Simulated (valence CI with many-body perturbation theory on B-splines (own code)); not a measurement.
# E1 line list for Rb³⁰⁺

Computed by relativistic CI+MBPT: five valence electrons over a frozen Dirac-Fock core [He], radial functions for each j: 9 s, 9 p, 8 d, 6 f, 3 g, 1 h, with the one-electron correlation potential Σ1, the two-electron term Σ2, the three-electron term Σ3, Breit, model QED; selected CI, second order for the rest (own B-spline code, finite nucleus).

No measured spectrum was set against this ion. As an estimate, large intervals hold to a few tenths of a per cent, small ones and those within an open d or f shell to about a per cent. Among the levels kept, up to 1500 cm⁻¹ of a level comes from second order outside the variational space, and about a tenth of that is noise between levels of different J, which matters for small intervals.

Lines 151 to 200 of 294 in falling wavelength, among levels below 2260.1 eV, chosen from the strongest by gf and those to the six lowest levels. Wavelengths and rates use the calculated energies. Electric multipoles are in the length gauge, E1 and E2 with the static RPA response of the core. Weak lines are less certain than strong ones. Lines between different terms over intervals too small for the method are left out, as are lines whose strength nearly cancels. The highest levels of a list are the least certain.

Levels are named by their leading jj configuration (3d3/2^4 stands for four electrons in 3d with j = 3/2), which in mixed levels can hold well under half, so a name can repeat and another be missing. Letters in brackets count levels of one name in rising energy.

| λ vac (nm) | Upper | Lower | A (s⁻¹) | log gf | Branch % |
| --- | --- | --- | --- | --- | --- |
| 0.6236 | (2s^2 2p1/2 2p3/2 3s) J=3/2 [a] | (2s^2 2p1/2 2p3/2^2) J=5/2 | 7.80e+11 | -1.74 | 11.5 |
| 0.6235 | (2s 2p1/2^2 2p3/2 3s) J=1/2 | (2s 2p1/2^2 2p3/2^2) J=1/2 | 4.00e+12 | -1.33 | 44.1 |
| 0.6232 | (2s 2p1/2^2 2p3/2 3s) J=1/2 | (2s 2p1/2^2 2p3/2^2) J=3/2 | 4.64e+12 | -1.27 | 51.2 |
| 0.6230 | (2s 2p1/2^2 2p3/2 3s) J=3/2 | (2s 2p1/2^2 2p3/2^2) J=5/2 | 5.26e+12 | -0.91 | 60.6 |
| 0.6225 | (2s^2 2p3/2^2 3s) J=5/2 | (2s^2 2p3/2^3) J=3/2 | 1.46e+12 | -1.29 | 14.3 |
| 0.6215 | (2s^2 2p3/2^2 3p3/2) J=3/2 [b] | (2s 2p1/2^2 2p3/2^2) J=3/2 | 2.74e+12 | -1.20 | 80.1 |
| 0.6214 | (2s^2 2p3/2^2 3p1/2) J=3/2 | (2s 2p1/2^2 2p3/2^2) J=5/2 | 2.84e+12 | -1.18 | 67.4 |
| 0.6213 | (2s^2 2p3/2^2 3s) J=3/2 | (2s^2 2p3/2^3) J=3/2 | 1.07e+13 | -0.60 | 75.0 |
| 0.6203 | (2s^2 2p1/2 2p3/2 3s) J=5/2 | (2s^2 2p1/2 2p3/2^2) J=5/2 | 3.55e+12 | -0.91 | 40.3 |
| 0.6195 | (2s^2 2p1/2^2 3s) J=1/2 | (2s^2 2p1/2^2 2p3/2) J=3/2 | 8.62e+12 | -1.00 | 98.0 |
| 0.6195 | (2s^2 2p1/2 2p3/2 3s) J=3/2 [a] | (2s^2 2p1/2 2p3/2^2) J=3/2 | 2.85e+12 | -1.18 | 42.0 |
| 0.6191 | (2s^2 2p1/2 2p3/2 3s) J=3/2 [b] | (2s^2 2p1/2 2p3/2^2) J=5/2 | 7.35e+12 | -0.77 | 53.3 |
| 0.6184 | (2s^2 2p3/2^2 3p3/2) J=7/2 | (2s 2p1/2^2 2p3/2^2) J=5/2 | 1.32e+10 | -3.22 | 12.0 |
| 0.6180 | (2s^2 2p1/2 2p3/2 3s) J=1/2 | (2s^2 2p1/2 2p3/2^2) J=3/2 | 9.56e+12 | -0.96 | 66.2 |
| 0.6162 | (2s^2 2p1/2 2p3/2 3s) J=5/2 | (2s^2 2p1/2 2p3/2^2) J=3/2 | 1.91e+11 | -2.19 | 2.2 |
| 0.6150 | (2s^2 2p1/2 2p3/2 3s) J=3/2 [b] | (2s^2 2p1/2 2p3/2^2) J=3/2 | 1.77e+12 | -1.40 | 12.8 |
| 0.6144 | (2s^2 2p3/2^2 3s) J=1/2 | (2s^2 2p3/2^3) J=3/2 | 4.70e+12 | -1.27 | 37.9 |
| 0.6131 | (2s^2 2p3/2^2 3p3/2) J=3/2 [a] | (2s 2p1/2^2 2p3/2^2) J=5/2 | 8.97e+11 | -1.69 | 23.0 |
| 0.6131 | (2s^2 2p1/2^2 3d3/2) J=3/2 | (2s^2 2p1/2 2p3/2^2) J=1/2 | 1.07e+11 | -2.62 | 0.9 |
| 0.6126 | (2s^2 2p1/2 2p3/2 3d3/2) J=3/2 [a] | (2s^2 2p3/2^3) J=3/2 | 5.90e+11 | -1.88 | 2.7 |
| 0.6121 | (2s^2 2p1/2 2p3/2 3d3/2) J=5/2 [a] | (2s^2 2p3/2^3) J=3/2 | 4.09e+10 | -2.86 | 0.4 |
| 0.6120 | (2s^2 2p1/2 2p3/2 3d3/2) J=1/2 [a] | (2s^2 2p3/2^3) J=3/2 | 4.72e+11 | -2.28 | 4.6 |
| 0.6109 | (2s^2 2p3/2^2 3p3/2) J=3/2 [b] | (2s 2p1/2^2 2p3/2^2) J=5/2 | 3.14e+11 | -2.15 | 9.2 |
| 0.6094 | (2s^2 2p1/2 2p3/2 3d5/2) J=5/2 [a] | (2s^2 2p3/2^3) J=3/2 | 2.59e+11 | -2.06 | 0.4 |
| 0.6092 | (2s^2 2p1/2 2p3/2 3d5/2) J=3/2 [a] | (2s^2 2p3/2^3) J=3/2 | 1.89e+11 | -2.38 | 0.5 |
| 0.6079 | (2s^2 2p1/2^2 3d3/2) J=3/2 | (2s^2 2p1/2 2p3/2^2) J=5/2 | 3.17e+10 | -3.15 | 0.3 |
| 0.6075 | (2s 2p1/2 2p3/2^2 3s) J=5/2 [a] | (2s 2p1/2^2 2p3/2^2) J=5/2 | 5.41e+12 | -0.75 | 78.4 |
| 0.6070 | (2s^2 2p1/2 2p3/2 3d3/2) J=5/2 [b] | (2s^2 2p3/2^3) J=3/2 | 1.13e+11 | -2.43 | 0.1 |
| 0.6051 | (2s^2 2p3/2^2 3s) J=3/2 | (2s^2 2p1/2 2p3/2^2) J=1/2 | 5.06e+10 | -2.95 | 0.4 |
| 0.6049 | (2s^2 2p1/2^2 3d5/2) J=5/2 | (2s^2 2p1/2 2p3/2^2) J=5/2 | 2.68e+11 | -2.05 | 0.6 |
| 0.6044 | (2s 2p1/2 2p3/2^2 3s) J=3/2 | (2s 2p1/2^2 2p3/2^2) J=5/2 | 1.03e+12 | -1.65 | 10.2 |
| 0.6040 | (2s^2 2p1/2 2p3/2 3d5/2) J=3/2 [b] | (2s^2 2p3/2^3) J=3/2 | 5.82e+11 | -1.90 | 0.8 |
| 0.6040 | (2s^2 2p1/2^2 3d3/2) J=3/2 | (2s^2 2p1/2 2p3/2^2) J=3/2 | 8.66e+11 | -1.72 | 7.0 |
| 0.6037 | (2s^2 2p1/2 2p3/2 3d5/2) J=1/2 | (2s^2 2p3/2^3) J=3/2 | 1.59e+12 | -1.76 | 2.0 |
| 0.6032 | (2s^2 2p1/2 2p3/2 3s) J=3/2 [a] | (2s^2 2p1/2^2 2p3/2) J=3/2 | 3.10e+12 | -1.17 | 45.6 |
| 0.6025 | (2s 2p1/2 2p3/2^2 3s) J=7/2 | (2s 2p1/2^2 2p3/2^2) J=5/2 | 8.53e+12 | -0.43 | 91.4 |
| 0.6018 | (2s^2 2p1/2 2p3/2 3s) J=1/2 | (2s^2 2p1/2^2 2p3/2) J=3/2 | 1.47e+12 | -1.80 | 10.2 |
| 0.6012 | (2s^2 2p3/2^2 3s) J=5/2 | (2s^2 2p1/2 2p3/2^2) J=5/2 | 4.34e+12 | -0.85 | 42.6 |
| 0.6010 | (2s^2 2p1/2^2 3d5/2) J=5/2 | (2s^2 2p1/2 2p3/2^2) J=3/2 | 5.16e+11 | -1.78 | 1.1 |
| 0.6003 | (2s 2p1/2^2 2p3/2 3p1/2) J=5/2 | (2s^2 2p3/2^3) J=3/2 | 2.66e+10 | -3.06 | 0.5 |
| 0.6001 | (2s^2 2p3/2^2 3s) J=3/2 | (2s^2 2p1/2 2p3/2^2) J=5/2 | 2.55e+12 | -1.26 | 17.8 |
| 0.6000 | (2s^2 2p1/2 2p3/2 3s) J=5/2 | (2s^2 2p1/2^2 2p3/2) J=3/2 | 5.08e+12 | -0.78 | 57.5 |
| 0.5994 | (2s 2p1/2 2p3/2^2 3s) J=5/2 [b] | (2s 2p1/2^2 2p3/2^2) J=5/2 | 7.33e+11 | -1.63 | 6.4 |
| 0.5989 | (2s^2 2p1/2 2p3/2 3s) J=3/2 [b] | (2s^2 2p1/2^2 2p3/2) J=3/2 | 1.06e+12 | -1.64 | 7.7 |
| 0.5986 | (2s^2 2p3/2^2 3s) J=1/2 | (2s^2 2p1/2 2p3/2^2) J=1/2 | 7.64e+12 | -1.09 | 61.6 |
| 0.5974 | (2s^2 2p3/2^2 3s) J=5/2 | (2s^2 2p1/2 2p3/2^2) J=3/2 | 4.35e+12 | -0.86 | 42.7 |
| 0.5969 | (2s^2 2p1/2 2p3/2 3d3/2) J=3/2 [a] | (2s^2 2p1/2 2p3/2^2) J=1/2 | 2.37e+12 | -1.29 | 11.0 |
| 0.5963 | (2s^2 2p1/2 2p3/2 3d3/2) J=1/2 [a] | (2s^2 2p1/2 2p3/2^2) J=1/2 | 2.34e+12 | -1.60 | 22.9 |
| 0.5962 | (2s^2 2p3/2^2 3s) J=3/2 | (2s^2 2p1/2 2p3/2^2) J=3/2 | 9.54e+11 | -1.69 | 6.7 |
| 0.5937 | (2s^2 2p1/2 2p3/2 3d5/2) J=3/2 [a] | (2s^2 2p1/2 2p3/2^2) J=1/2 | 2.71e+12 | -1.24 | 6.8 |
